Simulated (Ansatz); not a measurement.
Consider the redistribution: `C[CH2][SbH2]` + `C#[C][GeH2][GaH][NH2]` → `C#[C][GeH2][SbH2]` + `C[CH2][GaH][NH2]`.

Program: Ansatz. Geometries: PBE0-D4/def2-TZVP. ΔE: electronic, gas phase. CCSD(T)/CBS is the MP2 limit (def2-TZVPP, def2-QZVPP) plus CCSD(T) − MP2 in def2-TZVPP, frozen cores. DFT in def2-TZVPP. def2 core potentials past Kr. For Ga, Ge, Sb outer-core shells are correlated without core-valence functions, which leaves a few kJ/mol of doubt a bond. Scalar relativity is left out up to krypton. Each species was taken in one conformer, which may not be the lowest.

```json
{"species": "`C[CH2][SbH2]`", "B2PLYP energy (Eh)": "-320.39602"}
{"species": "`C#[C][GeH2][GaH][NH2]`", "B2PLYP energy (Eh)": "-4135.59952"}
{"species": "`C#[C][GeH2][SbH2]`", "B2PLYP energy (Eh)": "-2395.78697"}
{"species": "`C[CH2][GaH][NH2]`", "B2PLYP energy (Eh)": "-2060.21582"}
```

Task: Work out ΔE.

Result: ΔE = (-2395.78697) + (-2060.21582) − (-320.39602) − (-4135.59952) = -0.00725 Eh = -19.0 kJ/mol. CCSD(T)/CBS gives -20.5 kJ/mol.

Largest T1 diagnostic among the species: 0.014.
